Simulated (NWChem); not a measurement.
All runs are NWChem calculations. System: germanium monotelluride (GeTe), charge 0, spin multiplicity 1, at a geometry optimised with B3LYP/def2-SVP with def2 effective core potentials on Te. Level: B3LYP/x2c-SVPall-2c, spin-orbit ZORA, VWN1-RPA local correlation.

Input file:

```
start mol
memory heap 200 mb stack 900 mb global 1100 mb
geometry units angstroms nocenter noautoz noautosym
  Ge     0.000000     0.000000     1.464896
  Te     0.000000     0.000000    -0.901474
end
basis spherical
  * library x2c-svpall-2c
end
relativistic
  zora on
end
dft
  xc b3lyp
  semidirect memsize 60000000 filesize 0
  iterations 100
  grid fine
end
task sodft energy
```

NWChem printed:

```
             Northwest Computational Chemistry Package (NWChem) 7.3.0
             --------------------------------------------------------

                                NWChem Input Module
                                -------------------

 Scaling coordinates for geometry "geometry" by  1.889725989
 (inverse scale =  0.529177249)

                             Geometry "geometry" -> ""
                             -------------------------

 Output coordinates in angstroms (scale by  1.889725989 to convert to a.u.)

  No.       Tag          Charge          X              Y              Z
 ---- ---------------- ---------- -------------- -------------- --------------
    1 Ge                  32.0000     0.00000000     0.00000000     1.46489600
    2 Te                  52.0000     0.00000000     0.00000000    -0.90147400

 Effective nuclear repulsion energy (a.u.)     372.1104232793

            Nuclear Dipole moment (a.u.)
            ----------------------------
        X                 Y               Z
 ---------------- ---------------- ----------------
     0.0000000000     0.0000000000     0.0000453534


 Summary of "ao basis" -> "" (spherical)
 ------------------------------------------------------------------------------
       Tag                 Description            Shells   Functions and Types
 ---------------- ------------------------------  ------  ---------------------
 *                       x2c-svpall-2c                on all atoms

                                 NWChem DFT Module
                                 -----------------

 Summary of "ao basis" -> "ao basis" (spherical)
 ------------------------------------------------------------------------------
       Tag                 Description            Shells   Functions and Types
 ---------------- ------------------------------  ------  ---------------------
 Ge                      x2c-svpall-2c              14       38   5s6p3d
 Te                      x2c-svpall-2c              18       50   6s8p4d

 Summary of "ao basis" -> "ao basis" (spherical)
 ------------------------------------------------------------------------------
       Tag                 Description            Shells   Functions and Types
 ---------------- ------------------------------  ------  ---------------------
 Ge                      x2c-svpall-2c              14       38   5s6p3d
 Te                      x2c-svpall-2c              18       50   6s8p4d

            General Information
            -------------------
          SCF calculation type: DFT
          Wavefunction type:  closed shell.
          No. of atoms     :     2
          No. of electrons :    84
           Alpha electrons :    42
            Beta electrons :    42
          Charge           :     0
          Spin multiplicity:     1
          Use of symmetry is: off; symmetry adaption is: off
          Maximum number of iterations: 100
          AO basis - number of functions:    88
                     number of shells:    32
          Convergence on energy requested:  1.00D-06
          Convergence on density requested:  1.00D-05
          Convergence on gradient requested:  5.00D-04

              XC Information
              --------------
                         B3LYP Method XC Potential
                     Hartree-Fock (Exact) Exchange  0.200
                        Slater Exchange Functional  0.800 local
                    Becke 1988 Exchange Functional  0.720 non-local
              Lee-Yang-Parr Correlation Functional  0.810
[...]
   149     0.190565   0.002149  2 Te py               148    -0.002148   0.190565  2 Te px
    18    -0.138803   0.090445  1 Ge px                19    -0.090445  -0.138803  1 Ge py

 Vector   84  Occ=1.000000D+00  E=-2.372795D-01
              MO Center= -4.8D-05, -5.9D-05, -2.5D-02, r^2= 3.9D-01
  Bfn.         Coefficient        Function           Bfn.         Coefficient        Function
  ----     -------------------  ------------         ----     -------------------  ------------
   148     0.015487   0.332910  2 Te px               149     0.332910  -0.015487  2 Te py
   139    -0.010353  -0.222550  2 Te px               140    -0.222550   0.010353  2 Te py
   145     0.010152   0.218223  2 Te px               146     0.218223  -0.010152  2 Te py
    61     0.113087   0.153398  2 Te py                60     0.153398  -0.113087  2 Te px
   106     0.007699   0.165491  1 Ge px               107     0.165491  -0.007699  1 Ge py

 Vector   85  Occ=0.000000D+00  E=-1.012521D-01
              MO Center= -8.9D-09, -5.1D-09,  3.1D-03, r^2= 3.1D-02
  Bfn.         Coefficient        Function           Bfn.         Coefficient        Function
  ----     -------------------  ------------         ----     -------------------  ------------
   107     0.000000  -0.452637  1 Ge py               106    -0.452637   0.000000  1 Ge px
   149    -0.000000   0.320807  2 Te py               148     0.320807  -0.000000  2 Te px
   104     0.000000  -0.297515  1 Ge py               103    -0.297515   0.000000  1 Ge px
   146    -0.000000   0.170132  2 Te py               145     0.170132  -0.000000  2 Te px
   140     0.000000  -0.156562  2 Te py               139    -0.156562   0.000000  2 Te px

 Vector   86  Occ=0.000000D+00  E=-1.012521D-01
              MO Center=  2.5D-08, -1.6D-08,  4.5D-01, r^2= 2.1D+00
  Bfn.         Coefficient        Function           Bfn.         Coefficient        Function
  ----     -------------------  ------------         ----     -------------------  ------------
    19    -0.138659  -0.430875  1 Ge py                18     0.430875  -0.138659  1 Ge px
    61     0.098275   0.305384  2 Te py                60    -0.305384   0.098275  2 Te px
    16    -0.091140  -0.283211  1 Ge py                15     0.283211  -0.091139  1 Ge px
    58     0.052118   0.161953  2 Te py                57    -0.161953   0.052118  2 Te px
    52    -0.047961  -0.149035  2 Te py                51     0.149035  -0.047960  2 Te px

 Vector   87  Occ=0.000000D+00  E=-9.324746D-02
              MO Center= -8.1D-06, -6.1D-06,  4.2D-03, r^2= 2.6D-02
  Bfn.         Coefficient        Function           Bfn.         Coefficient        Function
  ----     -------------------  ------------         ----     -------------------  ------------
   106    -0.165179  -0.418581  1 Ge px               107    -0.418581   0.165179  1 Ge py
   148     0.134618   0.341135  2 Te px               149     0.341135  -0.134618  2 Te py
   103    -0.102355  -0.259378  1 Ge px               104    -0.259378   0.102355  1 Ge py
   139    -0.063564  -0.161078  2 Te px               140    -0.161078   0.063564  2 Te py
   145     0.060446   0.153176  2 Te px               146     0.153176  -0.060446  2 Te py

   alpha - beta orbital overlaps
   -----------------------------

   alpha      1      2      3      4      5      6      7      8      9     10
    beta      1      2      3      4      4      6      7      8      9     10
 overlap   1.132  1.357  1.470  0.749  0.243  0.674  0.674  0.676  1.155  1.155

   alpha     11     12     13     14     15     16     17     18     19     20
    beta     11      6      7      8     60     61     62     60     61     62
 overlap   1.171  0.200  0.200  0.200  0.121  0.121  0.147  0.134  0.134  0.111

   alpha     21     22     23     24     25     26     27     28     29     30
    beta      6      7      8     24     25     26     27     28     24     25
 overlap   0.018  0.018  0.016  0.702  0.703  0.703  0.703  0.702  0.240  0.239

   alpha     31     32     33     34     35     36     37     38     39     40
    beta     26     27     28     24     25     26     27     28     39     40
 overlap   0.239  0.239  0.240  0.033  0.033  0.033  0.033  0.033  1.169  1.521

   alpha     41     42     43     44     45     46     47     48     49     50
    beta     41     42     43     43     45     46     47     48     49     50
 overlap   1.809  1.949  0.911  0.257  1.294  1.294  1.294  1.569  1.569  1.565

   alpha     51     52     53     54     55     56     57     58     59     60
    beta     51     52     53     45     46     47     60     61     62     60
 overlap   1.340  1.340  1.344  0.021  0.021  0.021  0.208  0.208  0.177  0.290

   alpha     61     62     63     64     65     66     67     68     69     70
    beta     61     62     51     52     53     51     52     53     69     70
 overlap   0.290  0.203  0.037  0.037  0.037  0.070  0.070  0.070  1.145  1.145

   alpha     71     72     73     74     75     76     77     78     79     80
    beta     71     72     73     74     75     76     77     78     74     75
 overlap   1.145  1.145  1.145  1.121  1.121  1.124  1.121  1.121  0.025  0.023

   alpha     81     82     83     84     85     86     87     88
    beta     76     77     78     74     75     76     77     78
 overlap   0.017  0.023  0.025  0.016  0.016  0.016  0.016  0.016

     --------------------------
     Expectation value of S2:
     --------------------------
      <S2> =      0.0306 (Exact =     0.0000)

     Multipole analysis of the density
     ---------------------------------

     L   x y z        total         alpha         beta         nuclear
     -   - - -        -----         -----         ----         -------
     0   0 0 0     -0.000000    -42.000000    -42.000000     84.000000

     1   1 0 0     -0.000000     -0.000000     -0.000000      0.000000
     1   0 1 0     -0.000000     -0.000000     -0.000000      0.000000
     1   0 0 1      0.427682      0.213819      0.213819      0.000045

     2   2 0 0    -32.763953    -16.381977    -16.381977      0.000000
     2   1 1 0      0.000000      0.000000      0.000000      0.000000
     2   1 0 1      0.000000      0.000000      0.000000      0.000000
     2   0 2 0    -32.763953    -16.381977    -16.381977      0.000000
     2   0 1 1     -0.000001     -0.000000     -0.000000      0.000000
     2   0 0 2    -31.656083   -213.892711   -213.892711    396.129339

 Task  times  cpu:       19.6s     wall:       19.6s

 Total times  cpu:       19.6s     wall:       19.6s
```
